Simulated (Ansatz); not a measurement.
One change: `C[O][SnH2][Se]C` becomes `C[O][SnH3]`.

Ansatz, PBE0-D4/def2-TZVP geometries, multiplicity 1. Each molecule was computed in one conformer, which needn't be the lowest.

Elements past krypton have def2 core potentials. Scalar relativity is left out up to krypton.

| property | `C[O][SnH2][Se]C` |
| --- | --- |
| LUMO energy (B3LYP/def2-TZVPP) / eV | -0.92 |
| HOMO–LUMO gap (B3LYP/def2-TZVPP) / eV | 5.58 |
| HOMO energy (PBE/def2-TZVPP) / eV | -5.59 |
| LUMO energy (PBE/def2-TZVPP) / eV | -1.50 |
| HOMO energy (ωB97M-V/def2-TZVPP) / eV | -8.89 |
| HOMO–LUMO gap (PBE0/def2-TZVPP) / eV | 6.10 |

**Question.** What does the change do to each property? (Best estimate.)

**Answer.** The calculation gave: 
```csv
property,`C[O][SnH3]`,shift
LUMO energy (B3LYP/def2-TZVPP) / eV,-0.65,0.27
HOMO–LUMO gap (B3LYP/def2-TZVPP) / eV,6.62,1.04
HOMO energy (PBE/def2-TZVPP) / eV,-5.95,-0.36
LUMO energy (PBE/def2-TZVPP) / eV,-1.19,0.31
HOMO energy (ωB97M-V/def2-TZVPP) / eV,-9.88,-0.99
HOMO–LUMO gap (PBE0/def2-TZVPP) / eV,7.10,1.00
```

With PBE0 the HOMO falls by 0.77 eV and the LUMO rises by 0.23 eV, so the gap widens by about 1.00 eV. PBE moves the HOMO by -0.36 eV and ωB97M-V by -0.99 eV.

B3LYP here is the variant with VWN-RPA as its local correlation; programs differ in this.

Spin–orbit coupling is left out; it splits and shifts lone-pair levels of the heavy atoms by tenths of an eV.
